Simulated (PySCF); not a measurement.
Bonds (- single, = double, # triple, : aromatic): F1-C2, C2-C3, C3=C4, C4-Si5, Si5-C6, C6-Si7. C2 carries H8, H9; C3 carries H10; C4 carries H11; Si5 carries H12, H13; C6 carries H14, H15; Si7 carries H16, H17, H18. Stereochemistry as in FC/C=C/[SiH2]C[SiH3].

How the numbers were obtained: GIAO PBE0/pcSseg-1 shieldings, structure optimised with GFN2-xTB, in PySCF (a single conformation, rapidly exchanging positions averaged, relativity neglected, gas phase).

List the cross peaks expected in HSQC, COSY and HMBC spectra.

Answers



HSQC (one-bond C–H):
```csv
δH,δC
6.47 (H11),125.1 (C4)
6.10 (H10),153.1 (C3)
5.35 (H8/H9),87.8 (C2)
-0.06 (H14/H15),-15.8 (C6)
```

COSY cross peaks (H two or three bonds apart, from the bond graph; peaks can be absent where the dihedral angle is near 90°):
```csv
δH,δH
6.47 (H11),6.10 (H10)
6.47 (H11),4.65 (H12/H13)
6.10 (H10),5.35 (H8/H9)
4.65 (H12/H13),-0.06 (H14/H15)
3.99 (H16/H17/H18),-0.06 (H14/H15)
```

HMBC (two and three bonds, from the bond graph):
```csv
δH,δC
6.47 (H11),"153.1 (C3), 87.8 (C2), -15.8 (C6)"
6.10 (H10),"125.1 (C4), 87.8 (C2)"
5.35 (H8/H9),"153.1 (C3), 125.1 (C4)"
4.65 (H12/H13),"153.1 (C3), 125.1 (C4), -15.8 (C6)"
3.99 (H16/H17/H18),-15.8 (C6)
-0.06 (H14/H15),125.1 (C4)
```

Shifts are taken against calculated references (same method and geometry level): $^{1}$H and $^{13}$C against TMS.

Short H···H contacts in this conformer between protons four or more bonds apart (candidates for NOE cross peaks, intensity ∝ r⁻⁶): H10···H15 2.56 Å.

Shifts are as computed. Against solution values, carbons near 30 ppm lie about +3 ppm off and those near 130 ppm about +5 ppm. Of 1309 compounds with measured shifts, 239 miss one by over three times the rms of a fit or turn the order of signals round; such compounds aren't used in these exercises.
